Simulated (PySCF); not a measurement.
How methods differ on the excitation energy of Pt⁺

Pt⁺ [Xe] 4f14 5d9 (2D) → Pt⁺ [Xe] 4f14 5d8 6s1, s spin flipped, as a difference of total energies. Calculation: PySCF 2.14, in ANO-RCC-VTZP; scalar relativity by spin-free X2C-1e. The calculations carry no spin-orbit coupling.

| method | excitation energy (eV) |
| --- | --- |
| UHF | 1.196 |
| B3LYP | 1.364 |
| LC-wPBE | 1.576 |
| BHandHLYP | 1.375 |

The upper determinant mixes two multiplicities, so it lies between the two terms.

The basis was made for the ground configuration and has no added diffuse functions, so the excitation energy can come out too high.
